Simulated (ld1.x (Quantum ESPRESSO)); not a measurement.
**u(r) = r·R(r): atom against pseudo-atom (indium)**

Columns: radius, all-electron u(r) and pseudo u(r) of the 5s shell (level -7.82 eV) of indium in the configuration [Kr] 4d10 5s1.75 5p1.25; BLYP, non-relativistic, TM scheme, ld1.x (Quantum ESPRESSO) 7.5.

```json
{"r (bohr)": "0.135", "all-electron": "-0.0598", "pseudo": "0.0151"}
{"r (bohr)": "0.270", "all-electron": "0.2042", "pseudo": "0.0316"}
{"r (bohr)": "0.405", "all-electron": "0.0229", "pseudo": "0.0508"}
{"r (bohr)": "0.540", "all-electron": "-0.2199", "pseudo": "0.0745"}
{"r (bohr)": "0.675", "all-electron": "-0.3168", "pseudo": "0.1043"}
{"r (bohr)": "0.810", "all-electron": "-0.2699", "pseudo": "0.1423"}
{"r (bohr)": "0.945", "all-electron": "-0.1390", "pseudo": "0.1902"}
{"r (bohr)": "1.080", "all-electron": "0.0230", "pseudo": "0.2486"}
{"r (bohr)": "1.215", "all-electron": "0.1829", "pseudo": "0.3169"}
{"r (bohr)": "1.350", "all-electron": "0.3242", "pseudo": "0.3919"}
{"r (bohr)": "1.485", "all-electron": "0.4406", "pseudo": "0.4684"}
{"r (bohr)": "1.620", "all-electron": "0.5310", "pseudo": "0.5394"}
{"r (bohr)": "1.755", "all-electron": "0.5973", "pseudo": "0.5987"}
{"r (bohr)": "1.890", "all-electron": "0.6424", "pseudo": "0.6424"}
{"r (bohr)": "2.025", "all-electron": "0.6696", "pseudo": "0.6696"}
{"r (bohr)": "2.160", "all-electron": "0.6822", "pseudo": "0.6822"}
{"r (bohr)": "2.295", "all-electron": "0.6829", "pseudo": "0.6829"}
{"r (bohr)": "2.430", "all-electron": "0.6743", "pseudo": "0.6743"}
{"r (bohr)": "2.565", "all-electron": "0.6585", "pseudo": "0.6585"}
{"r (bohr)": "2.700", "all-electron": "0.6373", "pseudo": "0.6373"}
{"r (bohr)": "2.835", "all-electron": "0.6122", "pseudo": "0.6122"}
{"r (bohr)": "2.970", "all-electron": "0.5844", "pseudo": "0.5844"}
{"r (bohr)": "3.105", "all-electron": "0.5550", "pseudo": "0.5550"}
{"r (bohr)": "3.240", "all-electron": "0.5246", "pseudo": "0.5246"}
{"r (bohr)": "3.375", "all-electron": "0.4939", "pseudo": "0.4939"}
{"r (bohr)": "3.510", "all-electron": "0.4634", "pseudo": "0.4634"}
```

Problem. How many radial nodes do the two functions have?

Solution. The all-electron 5s function has n − l − 1 = 4 (the table is too coarse to show those close to the nucleus); the pseudo-wave has 0, since the states of the same l below it are removed with the core.

Problem. At about which radius was the pseudo-wave matched?

Solution. 2.25 bohr. The columns agree to 0.0005 from 1.89 bohr on; several derivatives are matched, so the curves merge somewhat inside the radius.

Problem. Is the pseudo-wave norm-conserving?

Solution. Yes: the TM scheme keeps the norm inside the radius equal to the all-electron one, which fixes the energy derivative of the logarithmic derivative at the level.
